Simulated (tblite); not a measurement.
C5H5FOSi.
Cartesian coordinates in Å at the GFN2-xTB level; atoms count from 1:
```
atom  x, y, z in Å
O1    -2.9470    0.7859    0.0191
C2    -2.2262   -0.1696   -0.1602
C3    -0.7879   -0.1238   -0.0714
C4     0.0256   -1.1889   -0.2715
C5     1.4433   -0.9627   -0.1446
C6     1.7697    0.3038    0.1625
F7     3.0442    0.6879    0.3181
Si8    0.2255    1.4221    0.3368
H9    -2.6512   -1.1637   -0.4102
H10   -0.3406   -2.1764   -0.5176
H11    2.1543   -1.7611   -0.2895
H12    0.0793    1.8968    1.7076
H13    0.2066    2.4503   -0.6968
```

All values are computed: GFN2-xTB (tblite) harmonic vibrations without scaling, gas phase. Errors from tens to a few hundred cm⁻¹ against measured bands are possible. Modes of hydrogen on silicon can be 10 to 20 % off. One conformer, not necessarily the lowest.

Harmonic wavenumbers (cm⁻¹): 81.9, 130.0, 145.5, 275.8, 307.2, 307.7, 358.1, 377.6, 517.2, 539.7, 574.3, 597.9, 615.2, 623.5, 714.2, 733.5, 826.8, 881.3, 924.5, 1045.0, 1195.7, 1210.1, 1241.6, 1287.3, 1365.2, 1519.2, 1610.2, 1709.6, 2310.7, 2316.6, 2735.5, 3059.6, 3095.0.

A = 4177, B = 1100, C = 880.0 MHz; mass 128.009 u (most abundant isotopes); point group Cs, symmetry number 1.

Q: Zero-point energy?

A: ½Σν̃ = 17617 cm⁻¹ = 50.37 kcal/mol.

Q: What is S at 400 K and 1 bar for an ideal gas of classical rigid rotors and harmonic oscillators?

A: Translation 41.94, rotation 29.64, vibration 28.60: S = 100.2 cal/(mol K).

Q: And Cp and H(400 K) − H(0)?

A: Cp = 39.83 cal/(mol K), of which vibrations give 31.88 (their classical limit is 33 R = 65.6); H(400 K) − H(0) = 9.60 kcal/mol without the zero-point energy, 6.42 from vibrations.

Q: Which modes carry the vibrational entropy at 400 K?

A: 81.9 cm⁻¹: 4.42; 130.0 cm⁻¹: 3.52; 145.5 cm⁻¹: 3.30; 275.8 cm⁻¹: 2.08; 307.2 cm⁻¹: 1.89; 307.7 cm⁻¹: 1.88 cal/(mol K); the other 27 give 11.51 together.

Q: How do the functions run with temperature in this model?

A: 
```
T (K)  S (cal/(mol K))  Cp (cal/(mol K))  H − H(0) (kcal/mol)  G − H(0) (kcal/mol)  ln q(vib)
  100             64.8              15.0                 1.08                -5.40       0.72
  200             78.1              24.5                 3.05               -12.57       2.38
  300             89.7              33.0                 5.94               -20.97       4.31
  500            109.7              45.2                13.86               -40.98       8.33
  800            133.5              55.9                29.20               -77.61      14.03
 1000            146.5              60.2                40.83              -105.64      17.47
```

q(vib) and H(0) count from the zero-point level.

Q: What must be added to the electronic energy to get the Gibbs energy at 400 K and 1 bar?

A: ZPE + [H(400 K) − H(0)] − T·S = 50.37 + 9.60 − 40.07 = 19.90 kcal/mol.

Q: Blend soft modes into free rotors: weight 1/[1 + (100 cm⁻¹/ν̃)⁴] for the oscillator and the rest for a rotor with moment μB/(μ + B), μ = h/(8π²ν), B = 10⁻⁴⁴ kg m². What vibrational entropy results?

A: 27.61 cal/(mol K) in place of 28.60, which changes −T·S at 400 K by +0.40 kcal/mol.

Hindered rotation and anharmonicity are outside this model. Other conformers, if any are populated, would add a mixing term that is left out.
